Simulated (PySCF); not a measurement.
A structure optimised at PBE-D3(BJ)/def2-SVP, used in a PySCF frequency run:

```
C
H 1 1.1088
H 1 1.1116 2 109.66
H 1 1.1132 2 108.84 3 -119.05
O 1 1.4269 2 105.88 4 -119.43
Se 5 1.8144 1 115.90 2 -172.67
I 6 2.5806 5 103.15 1 -75.86
```
Charge 0, spin multiplicity 1.

**Question.** Write its SMILES and formula.

**Answer.** CO[Se]I, CH3IOSe

**Question.** What are its rotational constants (standard atomic weights)?

**Answer.** 4.5409, 1.0665, 0.89079 GHz
